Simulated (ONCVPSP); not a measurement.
## PBE ONCV dataset for Cl (Z = 17), scalar-relativistic all-electron reference.

Input for ONCVPSP 4.0.1:

```
# ATOM AND REFERENCE CONFIGURATION
# atsym  z   nc   nv     iexc    psfile
  Cl 17.00    3    2        4      upf
#
#   n    l    f
    1    0    2.00
    2    0    2.00
    2    1    6.00
    3    0    2.00
    3    1    5.00
#
# PSEUDOPOTENTIAL AND OPTIMIZATION
# lmax
    2
#
#   l,   rc,      ep,       ncon, nbas, qcut
    0    1.35    0.00    4    7    5.40
    1    1.40    0.00    4    8    4.90
    2    1.20    0.09    4    8    8.30
#
# LOCAL POTENTIAL
# lloc, lpopt,  rc(5),   dvloc0
    4    1    1.10   -1.00
#
# VANDERBILT-KLEINMAN-BYLANDER PROJECTORs
# l, nproj, debl
    0    2    3.70
    1    2    0.90
    2    2    1.80
#
# MODEL CORE CHARGE
# icmod, fcfact, rcfact
    3    3.75    1.30
#
# LOG DERIVATIVE ANALYSIS
# epsh1, epsh2, depsh
   -2.00    5.00    0.02
#
# OUTPUT GRID
# rlmax, drl
    6.00    0.01
#
# TEST CONFIGURATIONS
# ncnf
    4
# nvcnf
#   n    l    f
    2
    3    0    2.00
    3    1    4.00
#
    2
    3    0    2.00
    3    1    3.00
#
    2
    3    0    2.00
    3    1    2.00
#
    2
    3    0    1.00
    3    1    5.00
#
```

Command:

```bash
oncvpsp.x < Cl.dat > Cl.out
```

The program printed (shortened: citation, most of the input echo, consistency checks and plot data are left out):

```
ONCVPSP  (Optimized Norm-Conservinng Vanderbilt PSeudopotential)
scalar-relativistic version 4.0.1

#   n    l    f        energy (Ha)
    1    0    2.00    -1.0110868E+02
    2    0    2.00    -9.2864454E+00
    2    1    6.00    -7.0422518E+00
    3    0    2.00    -7.6041725E-01
    3    1    5.00    -3.1586689E-01

Reference configufation results
  iterations    23
  all-electron total energy (Ha)   -4.61433302D+02

Begin loop to  construct optimized pseudo wave functions
and semi-local pseudopoentials for all angular momenta

   Wellstate for l =  0  n =  5
     eigenvalue =   2.9396
     asymptotic potential =   3.4396
     half-point radius =  2.9564

Calculating optimized projector #   1

 for l=   0

    Fraction of norm inside rc  0.422518
    Optimizing pswf for qcut=   5.41 a_B^-1,  ecut=  14.64 Ha
    Residual kinetic energy error=  1.61D-03 Ha

    Energy error per electron        Cutoff
         Ha          eV             Ha
         0.01000     0.27211       10.98
         0.00100     0.02721       16.51
         0.00010     0.00272       54.52
         0.00001     0.00027       66.97

Calculating optimized projector #   2

 for l=   0

    Fraction of norm inside rc  0.082929
    Optimizing pswf for qcut=   5.41 a_B^-1,  ecut=  14.64 Ha
    Residual kinetic energy error=  3.45D-03 Ha

    Energy error per electron        Cutoff
         Ha          eV             Ha
         0.01000     0.27211       12.62
         0.00100     0.02721       17.97
         0.00010     0.00272       52.66
         0.00001     0.00027       92.53

   Wellstate for l =  1  n =  4
     eigenvalue =   0.5841
     asymptotic potential =   1.0841
     half-point radius =  4.2250

Calculating optimized projector #   1

 for l=   1

    Fraction of norm inside rc  0.324407
    Optimizing pswf for qcut=   4.89 a_B^-1,  ecut=  11.96 Ha
    Residual kinetic energy error=  5.62D-04 Ha

    Energy error per electron        Cutoff
         Ha          eV             Ha
         0.01000     0.27211        5.21
         0.00100     0.02721        7.73
         0.00010     0.00272       50.56
         0.00001     0.00027       98.45

Calculating optimized projector #   2

 for l=   1

    Fraction of norm inside rc  0.122695
    Optimizing pswf for qcut=   4.89 a_B^-1,  ecut=  11.96 Ha
    Residual kinetic energy error=  3.51D-04 Ha

    Energy error per electron        Cutoff
         Ha          eV             Ha
         0.01000     0.27211        5.17
         0.00100     0.02721        7.54
         0.00010     0.00272       46.40
         0.00001     0.00027      130.63

   Wellstate for l =  2  n =  3
     eigenvalue =   0.0900
     asymptotic potential =   0.5900
     half-point radius = 19.0909

   Wellstate for l =  2  n =  4
     eigenvalue =   1.8900
     asymptotic potential =   2.3900
     half-point radius =  2.8297

Calculating optimized projector #   1

 for l=   2

    Fraction of norm inside rc  0.005255
    Optimizing pswf for qcut=   8.29 a_B^-1,  ecut=  34.39 Ha
    Residual kinetic energy error=  1.59D-05 Ha

    Energy error per electron        Cutoff
         Ha          eV             Ha
         0.01000     0.27211        4.77
         0.00100     0.02721       15.90
         0.00010     0.00272       26.71
         0.00001     0.00027       38.10

Calculating optimized projector #   2

 for l=   2

    Fraction of norm inside rc  0.198769
    Optimizing pswf for qcut=   8.29 a_B^-1,  ecut=  34.39 Ha
    Residual kinetic energy error=  2.23D-03 Ha

    Energy error per electron        Cutoff
         Ha          eV             Ha
         0.01000     0.27211       28.45
         0.00100     0.02721       37.58
         0.00010     0.00272       70.43
         0.00001     0.00027      150.62

Construct Vanderbilt / Kleinmman-Bylander projectors

B matrix Hermiticity error, ll=   0
   1   2   -2.6469E-04

  Orthonormal projector coefficients  9.4276E+00  1.1343E+00

B matrix Hermiticity error, ll=   1
   1   2    4.4453E-05

  Orthonormal projector coefficients  5.4778E+00  1.7941E+00

B matrix Hermiticity error, ll=   2
   1   2    1.3651E-05

  Orthonormal projector coefficients -7.9114E+00 -2.5719E+00

Model core correction analysis
  based on d2Exc/dn_idn_j

d2excae - all-electron derivatives

   -3.535949D-02   -2.919261D-02
   -2.919331D-02   -2.694469D-02

d2excps - pseudofunction derivatives with no core correction

   -3.714042D-02   -3.057318D-02
   -3.057425D-02   -2.788667D-02

rms 2nd derivative error    1.402851E-03

rmatch, rhocmatch    0.8246    3.0893

Teter function model core charge with specified parameters

d2excps - pseudofunction derivatives with core correction

   -3.540624D-02   -2.935114D-02
   -2.935226D-02   -2.703708D-02

rms 2nd derivative error    1.236124E-04

Pseudoatom total energy  -14.964749

Diagnostic tests using Vanderbilt-Kleinman-Bylander pseudopotentials
  1 or more projectors used as specified by nproj input data

   l    rcore       rmatch      e in        delta e   norm test  slope test

   0   1.3548664   1.3960031  -0.7604173  -0.0000083   1.0000474   1.0000862
   0   1.3548664   1.3960031   2.9395827   0.0000033   1.0003209   1.0003209

   1   1.4043791   1.4470191  -0.3158669  -0.0000009   1.0000377   1.0002477
   1   1.4043791   1.4470191   0.5841331   0.0000061   1.0001356   1.0001356

   2   1.2020897   1.2385877   0.0900000   0.0000214   1.0000829   1.0000829
   2   1.2020897   1.2385877   1.8900000   0.0000237   1.0001614   1.0001614

 Testing for bound ghosts
   n   l    E NL Schr. Eq   E Basis Diag.   E Cutoff

   1   0       -0.760426       -0.754639    101.80

   2   1       -0.315868       -0.297186    152.58

 Testing for highly-localized positive-energy ghosts
       l    <radius>/rc     E Basis Diag.   E Cutoff

       0        0.908523        9.499234    101.80  WARNING - GHOST(+)

Test configuration 0

   n   l     f        eae           eps        diff
   1   0  2.0000 -101.10868280
   2   0  2.0000   -9.28644538
   2   1  6.0000   -7.04225176
   3   0  2.0000   -0.76041725   -0.76042550   -8.25D-06
   3   1  5.0000   -0.31586689   -0.31586779   -8.99D-07

    Total energies and differences
      AE_ref= -4.61433302D+02  AE_tst= -4.61433302D+02  dif=  0.00D+00
      PS_ref= -1.49647495D+01  PS_tst= -1.49647495D+01  dif= -5.33D-15
      PSP excitation error=  5.33D-15

Test configuration 1

   n   l     f        eae           eps        diff
   1   0  2.0000 -101.58997250
   2   0  2.0000   -9.75782389
   2   1  6.0000   -7.51474620
   3   0  2.0000   -1.17943899   -1.17932016    1.19D-04
   3   1  4.0000   -0.71388463   -0.71376032    1.24D-04

    Total energies and differences
      AE_ref= -4.61433302D+02  AE_tst= -4.60923400D+02  dif=  5.10D-01
      PS_ref= -1.49647495D+01  PS_tst= -1.44548449D+01  dif=  5.10D-01
      PSP excitation error= -1.74D-06

Test configuration 2

   n   l     f        eae           eps        diff
   1   0  2.0000 -102.16287788
   2   0  2.0000  -10.31132582
   2   1  6.0000   -8.07035097
   3   0  2.0000   -1.65066312   -1.65007846    5.85D-04
   3   1  3.0000   -1.16439521   -1.16377945    6.16D-04

    Total energies and differences
      AE_ref= -4.61433302D+02  AE_tst= -4.59988241D+02  dif=  1.45D+00
      PS_ref= -1.49647495D+01  PS_tst= -1.35199425D+01  dif=  1.44D+00
      PSP excitation error=  2.55D-04

Test configuration 3

   n   l     f        eae           eps        diff
   1   0  2.0000 -102.81896836
   2   0  2.0000  -10.93703232
   2   1  6.0000   -8.69929363
   3   0  2.0000   -2.16371979   -2.16205195    1.67D-03
   3   1  2.0000   -1.65791535   -1.65613744    1.78D-03

    Total energies and differences
      AE_ref= -4.61433302D+02  AE_tst= -4.58580469D+02  dif=  2.85D+00
      PS_ref= -1.49647495D+01  PS_tst= -1.21131973D+01  dif=  2.85D+00
      PSP excitation error=  1.28D-03

Test configuration 4

   n   l     f        eae           eps        diff
   1   0  2.0000 -101.63839345
   2   0  2.0000   -9.80616435
   2   1  6.0000   -7.56236577
   3   0  1.0000   -1.20296095   -1.20279555    1.65D-04
   3   1  5.0000   -0.73443182   -0.73430848    1.23D-04

    Total energies and differences
      AE_ref= -4.61433302D+02  AE_tst= -4.60456348D+02  dif=  9.77D-01
      PS_ref= -1.49647495D+01  PS_tst= -1.39878014D+01  dif=  9.77D-01
      PSP excitation error=  6.55D-06
```

The run took about 4.6 s on one core of a shared server CPU.
